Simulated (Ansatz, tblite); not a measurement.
Forces on B5As6H18⁺, a cluster cut from wurtzite BAs (hydrogen-capped) at its r2SCAN-D4/def2-SVP geometry. Charge 1, multiplicity 1.

The xTB rows come from tblite.

GFN1-xTB (tblite), largest force 0.68 eV/Å:

```xyz
29
positions Å, forces eV/Å
As    2.162   -1.145   -0.242    0.121    0.118   -0.072
B     0.328   -1.804   -0.902   -0.021    0.028    0.031
B    -0.127   -1.205    2.470   -0.037    0.102   -0.016
As   -1.041   -1.619    0.670    0.152   -0.060   -0.186
As   -0.227   -0.501   -2.396    0.096    0.125   -0.095
B    -2.699   -0.512    0.150    0.046    0.080    0.060
B     2.106    0.733    0.611   -0.066    0.001    0.054
As    0.929    0.545    2.309    0.070    0.289   -0.089
As    1.228    1.991   -0.767    0.055    0.011   -0.058
B    -0.502    1.436   -1.741   -0.047   -0.004    0.071
As   -2.108    1.363   -0.431    0.164    0.264   -0.004
H     2.755   -2.117    0.738   -0.143    0.405   -0.526
H     3.196   -1.168   -1.339   -0.384   -0.101    0.547
H     0.412   -2.930   -1.332   -0.017    0.061    0.037
H     0.739   -2.037    2.670   -0.202    0.027    0.118
H    -0.957   -1.096    3.344    0.198   -0.135   -0.035
H    -1.557   -3.023    0.824    0.153    0.493   -0.022
H     0.753   -0.510   -3.542   -0.529   -0.062    0.416
H    -1.477   -0.977   -3.079    0.627    0.197    0.169
H    -3.180   -0.981   -0.865   -0.093   -0.003    0.216
H    -3.454   -0.424    1.091   -0.017   -0.077   -0.229
H     3.211    1.150    0.870   -0.059   -0.068   -0.007
H     1.859    0.727    3.475   -0.469    0.014   -0.448
H     0.114    1.808    2.436    0.424   -0.510    0.039
H     2.260    2.323   -1.813   -0.453   -0.008    0.500
H     1.022    3.342   -0.136    0.187   -0.530   -0.366
H    -0.698    2.203   -2.655   -0.009   -0.081    0.038
H    -1.820    2.328    0.693   -0.209   -0.339   -0.532
H    -3.228    2.099   -1.112    0.461   -0.237    0.390
```

GFN2-xTB (tblite), largest force 0.46 eV/Å:

```
As -0.202 0.210 0.077
B 0.101 -0.368 -0.222
B -0.103 -0.152 0.382
As 0.005 0.096 0.023
As -0.001 0.156 0.258
B -0.403 -0.072 0.112
B 0.353 0.144 0.090
As 0.117 -0.243 -0.172
As -0.147 -0.286 0.078
B -0.066 0.257 -0.288
As 0.087 -0.235 -0.199
H 0.171 0.049 -0.243
H 0.086 -0.169 0.131
H -0.051 0.279 0.140
H -0.284 0.183 0.022
H 0.350 -0.146 -0.261
H -0.047 -0.034 0.042
H -0.179 -0.098 -0.108
H 0.236 0.031 -0.185
H 0.048 0.094 0.322
H 0.186 -0.101 -0.408
H -0.277 -0.153 -0.042
H -0.243 0.187 -0.066
H 0.152 0.110 0.153
H -0.077 0.191 0.143
H 0.165 0.031 -0.174
H 0.013 -0.231 0.219
H -0.124 0.185 -0.096
H 0.131 0.086 0.271
```

r2SCAN-D4/def2-SVP (Ansatz), largest force 0.02 eV/Å:

```
As -0.007 -0.002 -0.003
B -0.005 0.003 0.007
B 0.003 -0.001 0.006
As 0.010 0.002 -0.011
As 0.002 -0.005 0.006
B -0.006 0.002 -0.002
B 0.008 0.007 -0.002
As -0.009 0.002 -0.010
As -0.011 -0.005 0.011
B 0.004 0.008 -0.006
As 0.010 -0.003 0.008
H -0.001 -0.005 -0.003
H 0.003 0.003 0.002
H -0.001 -0.002 0.001
H -0.002 -0.003 -0.003
H 0.005 0.004 -0.003
H -0.002 -0.003 0.001
H -0.001 0.004 -0.002
H 0.002 -0.006 -0.001
H 0.003 -0.004 0.001
H 0.004 0.004 -0.004
H -0.011 -0.002 -0.002
H 0.006 -0.002 0.006
H -0.005 0.004 -0.002
H 0.002 0.000 -0.002
H 0.003 -0.001 -0.003
H 0.002 -0.006 0.010
H 0.003 0.002 0.005
H -0.006 0.001 -0.005
```
